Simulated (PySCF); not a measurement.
**Radial density of Hf⁶³⁺ (hafnium, charge +63)**

UHF, [He] 2s2 2p5, 2P determinant. Computed with PySCF 2.14 in an even-tempered Gaussian basis (19 s from 40 bohr⁻², ratio 2.2; 13 p from 52 bohr⁻², ratio 2.2; 5 d from 210 bohr⁻², ratio 2.4; 5 f from 310 bohr⁻², ratio 2.4; 4 g from 470 bohr⁻², ratio 2.4), with scalar relativity by spin-free X2C-1e.

| r (bohr) | 4πr²ρ (e/bohr) | 4πr²(ρα − ρβ) |
| --- | --- | --- |
| 0.0181 | 84.65 | 2.9268 |
| 0.0304 | 70.61 | 8.3121 |
| 0.0512 | 92.99 | 13.6062 |
| 0.0861 | 66.15 | 8.6728 |
| 0.145 | 9.002 | 1.1250 |
| 0.244 | 0.07740 | 0.0100 |

Densities and radii are taken from the X2C orbitals without a picture-change correction, which distorts them close to the nucleus.

Spin-orbit coupling, absent here, splits the open shell strongly.
